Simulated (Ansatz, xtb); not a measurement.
**A geometry optimisation of H2Si2Sn+ with r2SCAN-D4/def2-SVP**

The starting geometry of this gas-phase doublet was built from a drawn formula by distance geometry and a force field; its bonds are those of `[Si]1=[Sn+][SiH2]1`.

```xyz
5

Si   -2.0992    1.5600   -0.0931
Si   -2.4563   -0.6943    0.1771
Sn   -2.3950    0.2286   -2.0072
H    -3.7762   -0.9548    0.7501
H    -1.2265   -1.3703    0.6331
```

Question: Where would you expect an optimisation with r2SCAN-D4/def2-SVP to take it?

Answer: A bond breaks, giving a structure given below by its coordinates. Contacts that open: Si2–Sn3 (2.37 → 3.42 Å).

The energy falls by 1.56 eV over 9 steps:

```tsv
step	E − E(last) (eV)
1	1.562
2	0.648
3	0.446
4	0.185
5	0.104
6	0.007
7	0.002
8	0.000
9	0.000
```

Final geometry (Å):

```xyz
5

Si   -2.1235    1.4342   -0.2411
Si   -2.4256   -0.6337    0.5261
Sn   -2.3582    0.6452   -2.6461
H    -3.7559   -1.1385    0.9642
H    -1.2901   -1.5381    0.8570
```

From the same start GFN2-xTB reaches the same bonding as this run.

The end wasn't checked by frequencies. Open shells are spin-unrestricted. Atoms past krypton carry core potentials, without spin–orbit terms. Run with Ansatz 0.2.0, 5.1 min on 1 thread of Intel(R) Xeon(R) Processor @ 2.50GHz (Skylake/Cascade Lake), with other jobs on the host.
